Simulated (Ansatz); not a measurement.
Program: Ansatz. Geometries: PBE0-D4/def2-TZVP. ΔE: electronic, gas phase. CCSD(T)/CBS is the MP2 limit (def2-TZVPP, def2-QZVPP) plus CCSD(T) − MP2 in def2-TZVPP, frozen cores. DFT in def2-TZVPP. One conformer a species, not always the lowest.

`C[S][Al]([F])[F]` + `FC(F)(F)C1=CC(C(F)(F)F)=[O+][Al-]([F])([Cl])[O]1` → `FC(F)(F)C1=CC(C(F)(F)F)=[O+][Al-]([F])([F])[O]1` + `C[S][Al]([F])[Cl]`  (redistribution)

| level | ΔE (eV) |
| --- | --- |
| PBE | -0.06 |
| r2SCANh | -0.06 |
| CCSD/def2-SVP | -0.06 |
| CCSD(T)/def2-TZVPP | -0.05 |

(1) What does CCSD(T)/CBS give? (An estimate is asked.)

Largest T1 diagnostic among the species: 0.015.

Answers

(1) The calculation gave: -0.05 eV. The listed levels differ from it by -0.01, -0.01, -0.01, 0.00 eV.

Leaving LDA and LC-ωPBE aside and taking each functional with its dispersion term where it has one, the values, not all of them listed here, spread over 0.02 eV, from B2PLYP to revPBE-D4.
